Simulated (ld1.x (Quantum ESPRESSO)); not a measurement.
Te (Z = 52), TM: configuration errors across variants

ld1.x (Quantum ESPRESSO) 7.5 input, shortened:

```
&input
   title='Te', zed=52., rel=1, dft='PBESOL', iswitch=3,
   config='[Kr] 4d10 5s1 5p5 5d-2'
 /
 &inputp
   pseudotype=2, tm=.true., lloc=2,
   nlcc=.true., rcore=0.70
 /
3
5S  1  0   1.00   0.00  1.50  1.50  0.0
5P  2  1   5.00   0.00  1.55  1.55  0.0
5D  3  2  -2.00  -0.05  1.60  1.60  0.0
 &test
   configts(1)='5s1 5p5'
 /
```

All-electron excitation energies from the reference (eV): (1) 5s2 5p4 -9.285; (2) 5s2 5p3 0.468; (3) 5s2 5p2 18.436; (4) 5s2 5p4.3 -10.758; (5) 5s2 5p3.5 -5.378; (6) 5s2 5p0 81.916; (7) 5s2 5p1 45.392.

3 further variants failed, have other tests or another functional or relativity, and are left out.

A true bound ghost makes a file unfit for plane-wave use even where its test errors are small: the radial tests pick states by their node count and pass the ghost by.

Errors AE − PS in meV (a dash: test not solved or not reliable):

| change | (1) | (2) | (3) | (4) | (5) | (6) | (7) | bound ghosts |
| --- | --- | --- | --- | --- | --- | --- | --- | --- |
| base | -6.0 | -4.1 | -12 | -6.4 | -4.9 | -209 | -60 | s, p |
| all radii but the core radius scaled by about 0.95 (s 1.44, p 1.48, d 1.52 bohr) | -5.8 | -4.4 | -15 | -6.1 | -4.9 | -256 | -74 | s, p |
| core correction a·sin(br)/r model core inside 0.80 bohr | -6.0 | -4.1 | -12 | -6.4 | -4.9 | -209 | -60 | s, p |

Question: Give the same row for: wave 5p (bound): rc 1.55 bohr becomes 5p (bound): rc 1.78 bohr.

Answer: -11, -9.6, -17, -11, -10, -183, -58; bound ghosts: s, p.
